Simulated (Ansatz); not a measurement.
One change: `C[SiH2]CC=S` becomes `C[SiH2]CSS`.

Ansatz, PBE0-D4/def2-TZVP geometries, multiplicity 1. Each molecule was computed in one conformer, which needn't be the lowest.

| property | `C[SiH2]CC=S` |
| --- | --- |
| HOMO–LUMO gap (PBE0/def2-TZVPP) / eV | 4.32 |
| size of the dipole moment (B3LYP/def2-TZVPP) / D | 2.98 |
| size of the dipole moment (PBE/def2-TZVPP) / D | 2.97 |
| LUMO energy (PBE/def2-TZVPP) / eV | -2.91 |
| HOMO energy (PBE0/def2-TZVPP) / eV | -6.33 |
| size of the dipole moment (ωB97M-V/def2-TZVPP) / D | 2.93 |

Task: Give the same properties after the change, and the shifts. (Best estimate.)

Result: Ansatz gave: 
| property | `C[SiH2]CSS` | shift |
| --- | --- | --- |
| HOMO–LUMO gap (PBE0/def2-TZVPP) / eV | 6.26 | 1.94 |
| size of the dipole moment (B3LYP/def2-TZVPP) / D | 1.48 | -1.50 |
| size of the dipole moment (PBE/def2-TZVPP) / D | 1.45 | -1.52 |
| LUMO energy (PBE/def2-TZVPP) / eV | -1.56 | 1.35 |
| HOMO energy (PBE0/def2-TZVPP) / eV | -6.81 | -0.48 |
| size of the dipole moment (ωB97M-V/def2-TZVPP) / D | 1.50 | -1.43 |

With PBE0 the HOMO falls by 0.48 eV and the LUMO rises by 1.46 eV, so the gap widens by about 1.94 eV. PBE moves the HOMO by -0.51 eV and ωB97M-V by -0.41 eV. Dipoles are sizes alone; their direction can turn.

B3LYP here is the variant with VWN-RPA as its local correlation; programs differ in this.
